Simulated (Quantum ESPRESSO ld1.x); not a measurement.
Results of a calculation; reference values are marked as such.
Question: The mean radii <r> (bohr) of the occupied orbitals of an atom or ion are listed with their occupations. Code: ld1.x of Quantum ESPRESSO 7.5. Model: scalar-relativistic Kohn-Sham, LDA (Slater exchange, Perdew-Zunger correlation), spin-polarised, spherical densities, point nucleus.

| orbital | occ. | <r> |
|---|---|---|
| 1s up | 1 | 0.4217 |
| 1s down | 1 | 0.4214 |
| 3s up | 1 | 5.492 |

Name the element and its charge. Open shells, if any, are filled with parallel spins first.

Answer: Z = 4, beryllium, charge +1: Be+ in [He] 3s1. The 1s radius gives Z: for a bare nucleus <r> = (2 gamma + 1)/(2Z) with gamma = sqrt(1 - (Z/c)^2), 0.3749 bohr for Z = 4, and screening makes it slightly larger (0.4217 here). The occupations add up to 3, and the charge is Z minus that.
